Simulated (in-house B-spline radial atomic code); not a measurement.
The argon ion Ar²⁺: [Ne] 3s1 3p4 4d1 (an excited or competing configuration)

Level of theory: Dirac-Hartree-Fock, average of configuration, Fermi nucleus of rms radius 3.4274 fm; calculated with a radial B-spline atomic code at the basis-set limit.

Effective charges: Z_r = [3n² - l(l+1)]/(2<r>) from the radius, Z_e = n√(-2ε) from the energy, and Slater's rules. Values are occupation-weighted means over j.

| shell | electrons | ε (eV) | <r> (bohr) | Z_r | Z_e | Slater |
| --- | --- | --- | --- | --- | --- | --- |
| 1s | 2 | -3286 | 0.08562 | 17.52 | 15.54 | 17.70 |
| 2s | 2 | -380.16 | 0.4099 | 14.64 | 10.57 | 13.85 |
| 2p | 6 | -303.44 | 0.3741 | 13.37 | 9.45 | 13.85 |
| 3s | 1 | -70.709 | 1.293 | 10.44 | 6.84 | 7.80 |
| 3p | 4 | -50.321 | 1.413 | 8.85 | 5.77 | 7.80 |
| 4d | 1 | -9.7846 | 5.311 | 3.95 | 3.39 | 3.00 |

The least bound orbital is 4d5/2 at -9.784 eV, and it is also the most diffuse (<r> = 5.312 bohr).

Spin-orbit splittings of the orbital energies (j = l + 1/2 above j = l - 1/2 when positive): 2p 2.316 eV, 3p 0.2522 eV, 4d 0.002409 eV.

For the 1s electron the small component carries 0.412 % of the norm, the zero-frequency Breit interaction raises the level by 2.552 eV, self-energy by 1.156 eV, and vacuum polarisation lowers it by 0.08099 eV.
